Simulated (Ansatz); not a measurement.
Two structures of SnH5O2, doublet, reached by relaxing down either side of one saddle point (PBE0-D4/def2-TZVP). Energies are electronic, without zero-point energy. Program: Ansatz 0.2.0. Basis: def2-TZVPP and def2-QZVPP. Cores are frozen in the correlated methods; orbitals are unrestricted. Filled d shells of the heavier atoms are correlated. Core potentials replace the inner electrons of the atoms past krypton. The def2 sets are not built for correlating such inner shells, so the correlated values are less sure here. Extrapolation: Hartree–Fock as exp(−7.88 √X), correlation as X^−2.97. First:

H1  (-0.234, 0.953, 0.672)
Sn2  (1.159, 0.111, 0.092)
O3  (-1.594, -1.021, -0.741)
O4  (-2.394, -0.179, -0.152)
H5  (2.483, 0.989, 0.721)
H6  (1.177, -1.470, 0.708)
H7  (1.198, 0.155, -1.605)
H8  (-1.795, 0.461, 0.304)
(Å)

Second:

H1  (-1.460, -0.160, -1.176)
Sn2  (1.452, 0.118, -0.244)
O3  (-2.209, -0.357, -0.594)
O4  (-1.565, -0.406, 0.675)
H5  (1.218, 1.324, 0.949)
H6  (1.651, -1.418, 0.479)
H7  (2.834, 0.512, -1.188)
H8  (-1.921, 0.385, 1.100)
(Å)

Q: Which bonds change from the first to the second?

A: HO₂ ([O][OH]) + SnH₄ → H₂O₂ ([OH][OH]) + SnH₃; bonds formed: H1–O3; bonds broken: H1–Sn2.

Q: Give the saddle point's structure and its height above each. (To be estimated.)

A: The calculation gives: 59.3 kJ/mol above the first and 106.5 kJ/mol above the second (CCSD(T) at an estimated basis limit (MP2 extrapolated from triple and quadruple zeta, plus CCSD(T) − MP2 in triple zeta)).
```
atom    x (Å)    y (Å)    z (Å)
  H1  -0.3952  -0.1549  -0.4295
 Sn2   1.3918   0.0200  -0.1475
  O3  -1.7858  -0.2726  -0.6266
  O4  -2.3944  -0.3724   0.5755
  H5   1.6412   1.1753   1.0875
  H6   2.0432  -1.4817   0.3332
  H7   2.1513   0.5486  -1.5818
  H8  -2.6521   0.5376   0.7893
```

The T1 diagnostic stays at or below 0.024. ⟨S²⟩ of the unrestricted Hartree–Fock references: 0.75 to 0.79 (a pure state has 0.75).

Labels in which every atom is bracketed show which atoms are joined, not bond orders.

For scale, one of the runs: CCSD(T)/def2-TZVPP, 182 basis functions, launched by `ansatz run in.yaml --threads 4 --pin off --events-out ev --progress --plain --max-ram 9574MiB`. Hardware: 4 CPU threads of an Arm Neoverse V1, shared host. Wall time 4.6 min; peak host memory 5.6 GiB.
